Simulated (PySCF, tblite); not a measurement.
C₅H₁₁NOSi.
Structure used (GFN2-xTB), in Å, numbered top down from 1:
```
atom  x, y, z in Å
C1    -2.9950   -1.6489    1.4287
C2    -2.1825   -1.0152    0.8100
Si3   -0.9236   -0.0112   -0.1231
C4    -1.2750    1.8410    0.1640
N5    -0.9405   -0.5558   -1.7604
C6     0.8084   -0.4707    0.5403
O7     1.7512    0.2351   -0.2461
C8     3.0771   -0.0116    0.1310
H9    -3.7049   -2.2101    1.9662
H10   -0.4628    2.4522   -0.2204
H11   -1.3921    2.0713    1.2191
H12   -2.1883    2.1457   -0.3397
H13   -0.0749   -0.5202   -2.2746
H14   -1.7178   -0.3294   -2.3591
H15    0.9904   -1.5510    0.4665
H16    0.9242   -0.2002    1.5982
H17    3.3308   -1.0744    0.0174
H18    3.7123    0.5858   -0.5217
H19    3.2534    0.2769    1.1760
```

Computed, not measured: PBE0/pcSseg-1 in PySCF (dipole) on a GFN2-xTB geometry, gas phase.

Masses are those of the commonest isotopes; rigid-rotor values at the optimised geometry. The values belong to one conformer with, in the numbering `[CH:1]#[C:2][Si@:3]([CH3:4])([NH2:5])[CH2:6][O:7][CH3:8]`, C2–Si3–N5–H -148° and 72°, C2–Si3–C6–O7 176°, Si3–C6–O7–C8 180°.

What are A, B and C (GHz)?

Ia = 200.25, Ib = 538.98, Ic = 576.20 u·Å²; 505379 MHz·u·Å²/I gives 2524, 937.7 and 877.1 MHz, that is A = 2.5237, B = 0.9377, C = 0.8771 GHz.

Classify the top.

A near-prolate asymmetric top; Ray's κ = -0.926.

What does the inertial defect say?

Not planar: Δ = Ic − Ia − Ib = -163.03 u·Å². For a rigid frame Δ = −2 Σ m c², so Σ m c² = 81.51 u·Å² lies off the ab plane: 20.28 from hydrogen and 61.23 from heavier atoms. The atom farthest from that plane is 2.30 Å away.

Give the other two planar moments, Paa and Pbb, and the rms extents of the mass along the axes.

Paa = Σ m a² = (Ib + Ic − Ia)/2 = 457.46 and Pbb = Σ m b² = (Ia + Ic − Ib)/2 = 118.74 u·Å². With the mass M = 129.06 u, the rms extents √(P/M) along a, b and c are 1.88, 0.96, 0.79 Å.

Where do the levels up to J = 5 lie, in K?

Above 0(0,0), as E/k:
J = 1: 1(0,1) 0.087, 1(1,1) 0.163, 1(1,0) 0.166
J = 2: 2(0,2) 0.261, 2(1,2) 0.334, 2(1,1) 0.343, 2(2,1) 0.572, 2(2,0) 0.572
J = 3: 3(0,3) 0.522, 3(1,3) 0.591, 3(1,2) 0.609, 3(2,2) 0.833, 3(2,1) 0.833, 3(3,1) 1.221, 3(3,0) 1.221
J = 4: 4(0,4) 0.870, 4(1,4) 0.934, 4(1,3) 0.963, 4(2,3) 1.181, 4(2,2) 1.182, 4(3,2) 1.569, 4(3,1) 1.569, 4(4,1) 2.112, 4(4,0) 2.112
J = 5: 5(0,5) 1.304, 5(1,5) 1.362, 5(1,4) 1.405, 5(2,4) 1.616, 5(2,3) 1.619, 5(3,3) 2.005, 5(3,2) 2.005, 5(4,2) 2.548, 5(4,1) 2.548, 5(5,1) 3.246, 5(5,0) 3.246

Which lines would a microwave search look for?

The dipole components are |μa| = 0.71 D, |μb| = 0.01 D, |μc| = 0.13 D. The squared components, which scale the intensities, stand as 1.00 : 0.00 : 0.04 (a : b : c). Some lines, for components of 0.1 D or more:

```
type  branch         J(Ka,Kc)    MHz  lower level (cm⁻¹)
   c       Q  3(1,3) ← 3(0,3)   1442               0.363
   c       Q  1(1,1) ← 1(0,1)   1586               0.061
   a       R  1(0,1) ← 0(0,0)   1815               0.000
   c       R  1(1,0) ← 0(0,0)   3461               0.000
   a       R  2(0,2) ← 1(0,1)   3628               0.061
   a       R  2(1,1) ← 1(1,0)   3690               0.115
   c       Q  3(2,2) ← 3(1,2)   4668               0.423
   c       Q  2(2,1) ← 2(1,1)   4758               0.239
   c       R  2(1,1) ← 1(0,1)   5337               0.061
   a       R  3(1,3) ← 2(1,2)   5352               0.232
   a       R  3(0,3) ← 2(0,2)   5437               0.182
   a       R  3(2,2) ← 2(2,1)   5444               0.397
   a       R  3(2,1) ← 2(2,0)   5451               0.397
   a       R  3(1,2) ← 2(1,1)   5534               0.239
   c       R  3(1,2) ← 2(0,2)   7243               0.182
   c       Q  3(3,1) ← 3(2,1)   8074               0.579
   c       R  2(2,0) ← 1(1,0)   8450               0.115
   c       R  2(2,1) ← 1(1,1)   8509               0.113
   c       R  3(2,1) ← 2(1,1)  10211               0.239
   c       R  3(2,2) ← 2(1,2)  10384               0.232
   c       R  3(3,0) ← 2(2,0)  13525               0.397
   c       R  3(3,1) ← 2(2,1)  13527               0.397
```

Estimate the classical rotational partition function at 25 K, 200 K and 500 K.

Point group C1, symmetry number σ = 1; q = (√π/σ)·√((kT/h)³/(ABC)), k/h = 20836.6 MHz/K: 14600 at 25 K, 331000 at 200 K, 1310000 at 500 K.

Its GFN2-xTB frequencies are all real (lowest 40 cm⁻¹). These are rigid-rotor constants of the computed structure; measured ground-state constants (B0) also hold zero-point vibration. A rigid rotor knows nothing of inversion at nitrogen or internal rotation, which can split or shift real lines. Quadrupole hyperfine structure (14N) is left out.

Hardware: one thread, Intel Xeon at 2.50 GHz (x86_64), no GPU, shared host with 64 logical CPUs at a one-minute load of 63. Cost: 2.0 min wall, 95 s CPU, 0.88 GiB resident at most. This is the PBE0/pcSseg-1 job that gave the dipole, with the shieldings it also computed.
